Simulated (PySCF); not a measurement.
Structure from NMR data

The spectra below were simulated for a compound C$_{6}$H$_{5}$F$_{3}$O.

1H NMR (400 MHz, computed): δ 6.69 (m, 1H), 2.81 (m, 2H), 2.52 (m, 2H).

13C{1H} NMR (computed): δ 209.2, 172.3, 142.3, 132.1, 37.2, 28.9.

Theoretical values (PySCF 2.14.0 with density-fitted response routines): shieldings: GIAO PBE0/pcSseg-1, GFN2-xTB structure. Relativity neglected, one averaged value for each set of equivalent atoms, no solvent, single conformer.

Chemical shifts δ = σref − σ; 1H (31.72 ppm), 13C (186.93 ppm) vs TMS, all at this level.

**Question.** Choose the structure that fits.
A. O=C1C=C(C(F)(F)F)CC1
B. FC1=C[C@H](C(F)F)C=CO1
C. C=C1C[C@H]1C(=O)C(F)(F)F
D. FC(F)(F)OC1=CCC=C1
E. CC(=O)C#CCC(F)(F)F

**Answer.** A. 

1. Rings plus π bonds: 3 (1 ring in the answer).
2. 6 carbon signals for 6 carbons: no two carbons are equivalent.
3. Carbon types of the structure: 3 × C, 1 × CH, 2 × CH2, which accounts for all hydrogens.
4. δC 209.2: ketone carbonyl carbon; low-lying n→π* states of the double bond to the heteroatom give a large paramagnetic term (-272 ppm).
5. δC 172.3: β carbon of a C=C–C=O unit; conjugation with the carbonyl draws π density from the β position.
6. δC 142.3: α carbon of a C=C–C=O unit; an sp2 carbon of a C=C bond.
7. δC 132.1: CF3 carbon; 3 electronegative neighbours deshield it.
8. δH 6.69: hydrogen on an α carbon of a C=C–C=O unit; a vinylic proton, deshielded by the sp2 carbon and the C=C anisotropy.

The others: FC(F)(F)OC1=CCC=C1 would give 4 signals for carbon-bound and other non-exchanging H, not 3; C=C1C[C@H]1C(=O)C(F)(F)F would give 5 signals for carbon-bound and other non-exchanging H, not 3; FC1=C[C@H](C(F)F)C=CO1 would give 5 signals for carbon-bound and other non-exchanging H, not 3; CC(=O)C#CCC(F)(F)F would give 2 signals for carbon-bound and other non-exchanging H, not 3.

Splittings by 19F in the carbon and heteronuclear signals aren't shown, as no couplings were computed. Shifts are as computed. Against solution values, carbons near 30 ppm lie about +3 ppm off and those near 130 ppm about +5 ppm (rms about the fit 2.1 ppm; single classes can miss by 10 ppm). Of 1328 compounds with measured shifts, 309 miss one by over three times the rms of a fit or turn the order of signals round; such compounds aren't used in these exercises. Signals without a measured value on file couldn't be tested in this way; 1H shifts scatter by 0.2 ppm about their fit, and single ones miss by 0.5 ppm. No couplings were computed; multiplicities are counted from neighbouring protons, with m where these are inequivalent, close in shift, in a saturated or five-membered ring or joined by F or P, and br s for small geminal =CH2 splittings.
